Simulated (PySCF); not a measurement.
# How methods differ on the ionisation energy of Cu⁺

Cu⁺ [Ar] 3d10 (1S) → Cu²⁺ [Ar] 3d9 (2D), as a difference of total energies. All numbers are calculated (PySCF 2.14, a scalar-relativistic core potential, in aug-cc-pwCVTZ-PP with ECP10MDF). Correlated levels: valence: 3s2 3p6 frozen; valence and next inner shell: nothing frozen outside the core potential. The calculations carry no spin-orbit coupling.

Question: Order these methods by the ionisation energy they give, lowest first.
A. MP2 (valence)
B. MP2 (valence and next inner shell)
C. BLYP
D. MN15

Answer: C (20.689 eV), A (20.876 eV), B (21.466 eV), D (21.582 eV).

The reference lies between the lowest fine-structure levels, while these numbers refer to the centres of the terms.

Errors of the correlated levels include the incompleteness of this basis and the frozen core.

For comparison: 20.292 eV (measured; NIST Atomic Spectra Database, ionization energies).
